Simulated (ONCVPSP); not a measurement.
## Configuration tests for mercury (Hg) (ONCV)

Hg, optimised norm-conserving Vanderbilt (ONCV), made with ONCVPSP 4.0.1 (PBE, non-relativistic). Core [Kr] 4d10 4f14, reference 5s2 5p6 5d10 6s2. Waves: 5s+6s: rc 1.55 bohr, ncon 3, nbas 7, qcut 7.4 1/bohr, 2 projectors; 5p: rc 1.10 bohr, ncon 5, nbas 10, qcut 7.1 1/bohr, 2 projectors, debl 3 Ha; 5d: rc 2.20 bohr, ncon 4, nbas 8, qcut 8.1 1/bohr, 2 projectors, debl 1.4 Ha; f scattering state at 0.13 Ha: rc 2.35 bohr, ncon 4, nbas 8, qcut 4.9 1/bohr, 1 projector. Local part: polynomial inside 0.75 bohr (lpopt 5, dvloc0 0 Ha). Core correction: polynomial model core, fcfact 0.55.

Energies are relative to the spin-unpolarised reference configuration 5s2 5p6 5d10 6s2; without spin polarisation the order of configurations can differ from experiment.

```
valence configuration  charge  ΔE all-electron (eV)  error AE − PS (meV)
     5s2 5p6 5d10 6s0      +2                24.676                 -3.8
      5s2 5p6 5d9 6s0      +3                61.145                 -2.5
      5s2 5p6 5d8 6s0      +4               112.073                  +13
```

**Question.** What are ΔE and the potential's error for 5s2 5p6 5d10 6s1?

**Answer.** ΔE = 8.673 eV all-electron; the error (AE − PS) is -0.4 meV.

Note: ghosts flagged at negative energy: s at -420.8 eV; GHOST(+) flagged for p at 104.5 eV, f at 345.9 eV. A true bound ghost makes a file unfit for plane-wave use.
